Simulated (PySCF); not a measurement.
C₆H₈O.
Atom-mapped SMILES: `[CH2:1]=[CH:2]/[CH:3]=[CH:4]/[C:5]([CH3:6])=[O:7]` (hydrogens: H8, H9 on C1; H10 on C2; H11 on C3; H12 on C4; H13, H14, H15 on C6)

The same species was optimised twice, with GFN2-xTB and with PBE0-D3(BJ)/def2-SVP (PySCF), and the same property calculations (PySCF, gas phase) were run on both structures.

```csv
coordinate,GFN2-xTB,PBE0-D3(BJ)/def2-SVP,change
C4–C5 (Å),1.470,1.485,+0.015
C1=C2 (Å),1.332,1.342,+0.010
C2–C3 (Å),1.439,1.446,+0.007
C3=C4 (Å),1.342,1.347,+0.005
C5–C6 (Å),1.510,1.508,-0.002
C5=O7 (Å),1.212,1.213,+0.001
C4–C5–C6 (°),114.5,116.2,+1.7
C4–C5–O7 (°),122.9,121.8,-1.1
C6–C5–O7 (°),122.6,121.9,-0.7
C3–C4–C5 (°),121.4,120.9,-0.5
C1–C2–C3 (°),123.0,123.4,+0.4
C2–C3–C4 (°),124.7,124.8,+0.1
C1–C2–C3–C4 (°),-179,180,-1
C3–C4–C5–C6 (°),-179,180,-1
```

Rotational constants: A = 8753, B = 1171, C = 1039 MHz (GFN2-xTB) against A = 8820, B = 1156, C = 1028 MHz (PBE0-D3(BJ)/def2-SVP). Atoms that the bonding makes alike are paired by their places after alignment.

On the GFN2-xTB structure: lowest singlet, TDDFT (eV) 3.74 [CAM-B3LYP/def2-SVPD]; lowest triplet, Tamm–Dancoff (eV) 2.74 [CAM-B3LYP/def2-SVPD]; isotropic polarisability (au) 85.3 [CAM-B3LYP/def2-SVPD]; HOMO (eV) -8.41 [CAM-B3LYP/def2-SVPD]; LUMO (eV) -1.03 [CAM-B3LYP/def2-SVPD]; dipole (D) 3.19 [CAM-B3LYP/def2-SVPD]; HOMO (eV) -7.20 [PBE0/pcSseg-1]; LUMO (eV) -2.06 [PBE0/pcSseg-1]; dipole (D) 3.07 [PBE0/pcSseg-1]; GIAO shielding of C1 (ppm) 49.8 [PBE0/pcSseg-1]; GIAO shielding of C2 (ppm) 42.8 [PBE0/pcSseg-1]; GIAO shielding of C3 (ppm) 35.8 [PBE0/pcSseg-1]; GIAO shielding of C4 (ppm) 54.0 [PBE0/pcSseg-1]; GIAO shielding of C5 (ppm) -12.4 [PBE0/pcSseg-1]; GIAO shielding of C6 (ppm) 152.9 [PBE0/pcSseg-1]; GIAO shielding of O7 (ppm) -302.8 [PBE0/pcSseg-1].

Task: What do these properties become on the PBE0-D3(BJ)/def2-SVP structure?

Result: 
```json
{"property": "lowest singlet, TDDFT (eV)", "level": "CAM-B3LYP/def2-SVPD", "on GFN2-xTB": "3.74", "on PBE0-D3(BJ)/def2-SVP": "3.76", "change": "+0.02"}
{"property": "lowest triplet, Tamm–Dancoff (eV)", "level": "CAM-B3LYP/def2-SVPD", "on GFN2-xTB": "2.74", "on PBE0-D3(BJ)/def2-SVP": "2.71", "change": "-0.03"}
{"property": "isotropic polarisability (au)", "level": "CAM-B3LYP/def2-SVPD", "on GFN2-xTB": "85.3", "on PBE0-D3(BJ)/def2-SVP": "86.5", "change": "+1.2"}
{"property": "HOMO (eV)", "level": "CAM-B3LYP/def2-SVPD", "on GFN2-xTB": "-8.41", "on PBE0-D3(BJ)/def2-SVP": "-8.38", "change": "+0.03"}
{"property": "LUMO (eV)", "level": "CAM-B3LYP/def2-SVPD", "on GFN2-xTB": "-1.03", "on PBE0-D3(BJ)/def2-SVP": "-1.03", "change": "0.00"}
{"property": "dipole (D)", "level": "CAM-B3LYP/def2-SVPD", "on GFN2-xTB": "3.19", "on PBE0-D3(BJ)/def2-SVP": "3.11", "change": "-0.08"}
{"property": "energy, GFN2-xTB geometry as zero (kcal/mol)", "level": "CAM-B3LYP/def2-SVPD", "on GFN2-xTB": "0.0", "on PBE0-D3(BJ)/def2-SVP": "-0.8", "change": "-0.8"}
{"property": "HOMO (eV)", "level": "PBE0/pcSseg-1", "on GFN2-xTB": "-7.20", "on PBE0-D3(BJ)/def2-SVP": "-7.16", "change": "+0.04"}
{"property": "LUMO (eV)", "level": "PBE0/pcSseg-1", "on GFN2-xTB": "-2.06", "on PBE0-D3(BJ)/def2-SVP": "-2.06", "change": "0.00"}
{"property": "dipole (D)", "level": "PBE0/pcSseg-1", "on GFN2-xTB": "3.07", "on PBE0-D3(BJ)/def2-SVP": "2.99", "change": "-0.08"}
{"property": "energy, GFN2-xTB geometry as zero (kcal/mol)", "level": "PBE0/pcSseg-1", "on GFN2-xTB": "0.0", "on PBE0-D3(BJ)/def2-SVP": "-0.4", "change": "-0.4"}
{"property": "GIAO shielding of C1 (ppm)", "level": "PBE0/pcSseg-1", "on GFN2-xTB": "49.8", "on PBE0-D3(BJ)/def2-SVP": "47.0", "change": "-2.8"}
{"property": "GIAO shielding of C2 (ppm)", "level": "PBE0/pcSseg-1", "on GFN2-xTB": "42.8", "on PBE0-D3(BJ)/def2-SVP": "40.6", "change": "-2.2"}
{"property": "GIAO shielding of C3 (ppm)", "level": "PBE0/pcSseg-1", "on GFN2-xTB": "35.8", "on PBE0-D3(BJ)/def2-SVP": "34.1", "change": "-1.7"}
{"property": "GIAO shielding of C4 (ppm)", "level": "PBE0/pcSseg-1", "on GFN2-xTB": "54.0", "on PBE0-D3(BJ)/def2-SVP": "51.9", "change": "-2.1"}
{"property": "GIAO shielding of C5 (ppm)", "level": "PBE0/pcSseg-1", "on GFN2-xTB": "-12.4", "on PBE0-D3(BJ)/def2-SVP": "-12.5", "change": "-0.1"}
{"property": "GIAO shielding of C6 (ppm)", "level": "PBE0/pcSseg-1", "on GFN2-xTB": "152.9", "on PBE0-D3(BJ)/def2-SVP": "151.9", "change": "-1.0"}
{"property": "GIAO shielding of O7 (ppm)", "level": "PBE0/pcSseg-1", "on GFN2-xTB": "-302.8", "on PBE0-D3(BJ)/def2-SVP": "-304.7", "change": "-1.9"}
```

The heavy atoms differ by 0.024 Å rms after alignment. Among bonds between heavy atoms C4–C5 changes most (+0.015 Å). Changes are differences of the printed values. Neither structure is proved a minimum here.

The values belong to the conformer `[CH2:1]=[CH:2]/[CH:3]=[CH:4]/[C:5]([CH3:6])=[O:7]`: C1–C2–C3–C4 180°, C3–C4–C5–C6 180°.
